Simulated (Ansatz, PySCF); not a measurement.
Gas-phase reaction in SMILES: FC(F)(F)C(F)(F)F [1,1,1,2,2,2-hexafluoroethane] + 7 [H][H] (H2) → 2 C (CH4) + 6 F (HF)
Each molecule is optimised on its own at B3LYP-D3(BJ)/def2-TZVP (Ansatz, a quantum-chemistry and plane-wave program), one conformer each, not searched for the lowest. Frequencies are from Ansatz or PySCF.

Property: energy of full hydrogenation (0 K, with B3LYP-D3(BJ) harmonic zero-point energies), in eV. Valence correlation only, unless marked. No spin-orbit coupling. No relativistic terms. CBS marks a two-point X^-3 extrapolation of the correlation energy; Hartree-Fock from the larger set.

```tsv
level	program	energy of full hydrogenation (eV)
CAM-B3LYP-D3(BJ)/def2-TZVPD	Ansatz + dftd3	?
CCSD/6-31G	Ansatz	?
CCSD(T)/CBS(cc-pVTZ,cc-pVQZ)	Ansatz	-4.46
```

Task: What belongs in the gaps?

Result: 
- CAM-B3LYP-D3(BJ)/def2-TZVPD, energy of full hydrogenation (eV): -4.04
- CCSD/6-31G, energy of full hydrogenation (eV): -3.56
